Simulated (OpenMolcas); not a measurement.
Ni2+ in KCdF3: curves along the breathing mode

Ni2+ with its 6 nearest fluoride ions, on the Cd site of idealised cubic KCdF3 (a = 4.302 Å, distance in the model lattice 2.151 Å). The rest of the host is ab initio model potentials to 7.6 Å, with orthogonalisation functions on the cations behind the ligands, and point charges beyond; the distance is set by hand and nothing relaxes. Ligand basis ANO-RCC-VDZP.

| Property | Result |
| --- | --- |
| Program | OpenMolcas |
| Method | SS-CASPT2, IPEA 0.25 Eh, imaginary shift 0.1 Eh (closed shells correlated: 3s 3p and the ligand valence shells) |
| Basis | ANO-RCC-VDZP [5s4p2d1f] |
| Scalar Hamiltonian | DKH2, point nucleus |
| Active space | 8 electrons in 5 orbitals (3d) |
| State averaging | 2S+1 = 3 even, 10 roots; 2S+1 = 1 even, 15 roots |
| Spin-orbit coupling | state interaction with AMFI integrals over the reference wave functions |

Spin-free energies (labels of O, the rotations of Oh) in cm-1 above the lowest fitted minimum, as all ligands move together:

| R (Å) | 3A2 | 3T1 | 1E | 1T2 | 3T1(2) | 1A1 | 1T1 |
| --- | --- | --- | --- | --- | --- | --- | --- |
| 1.917 | 930 | 18120 | 15890 | 26100 | 30660 | 27300 | 33420 |
| 1.963 | -30 | 15380 | 14830 | 23720 | 27830 | 25950 | 31310 |
| 2.008 | 1130 | 14880 | 15860 | 23660 | 27500 | 26730 | 31480 |
| 2.053 | 4170 | 16470 | 18770 | 25610 | 29290 | 29410 | 33670 |
| 2.098 | 9000 | 20110 | 23440 | 29480 | 33070 | 33900 | 37750 |
| 2.143 | 15570 | 25470 | 29850 | 35200 | 38730 | 40140 | 43670 |
| 2.188 | 23890 | 32810 | 37990 | 42760 | 46500 | 48160 | 51420 |

Cubic fits give the following; the wavenumber is harmonic, with the mass of all moving ligands, small differences in it between states hang on the degree of the fit, a number in brackets counts states of one label, and the table is a selection of at most 14 states with clean curves.

```csv
State,R0 (Å),Breathing mode (cm-1),Minimum (cm-1)
3A2,1.960,539,0
3T1,1.996,554,14810
1E,1.962,536,14860
1T2,1.988,553,23430
3T1(2),1.994,564,27390
1A1,1.968,539,25970
1T1,1.983,552,31150
1E(2),2.004,566,37330
1T2(2),2.003,566,37700
1A1(2),1.996,564,62050
```

The minimum of 3T1 is shifted by +0.0360 Å against 3A2 (from the unrounded fits). With M = 114.0 u for the moving shell, the Huang-Rhys factor in this mode is S = M ω ΔR² / 2ħ = 0.01483 × 114.0 × 539 × 0.0360² = 1.18. Only the first shell moves, against a rigid host.

Roots that are degenerate in the reference are averaged as groups; the widest CASPT2 spread within a group is 520 cm-1 (the 3-fold group of multiplicity 3 near 9340 cm-1 above the lowest state of its run, R = 1.963). Shifts and gaps below about the spread of the groups concerned are not significant. Over all roots computed the reference weight is 0.72 to 0.73 in R = 1.917, 0.72 to 0.73 in R = 1.963, 0.72 to 0.73 in R = 2.008, 0.72 to 0.73 in R = 2.053, 0.72 to 0.73 in R = 2.098, 0.72 to 0.73 in R = 2.143, 0.72 to 0.73 in R = 2.188; a low but even weight reflects the number of correlated electrons. A single d shell leaves out the double-shell effect, which counts most for late 3d ions, where the CASPT2 field can be off either way by tens of per cent. Ligand-to-metal charge-transfer states are missing. These CASPT2 states fit no ligand-field parameters well, so their order and spin gaps are uncertain. For late 3d ions with one d shell CASPT2 can put B and the spin-flip bands somewhat low as well as high. With one d shell and no ligand orbital active, 10Dq can be off by tens of per cent for divalent 3d ions, low with halides held by bare charges and at times high in hosts, and the orbital part of g and χT goes as 1/10Dq. Free-ion shares, where given, are those of the reference states; single-state CASPT2 does not remix them. No measured value stands beside these numbers.
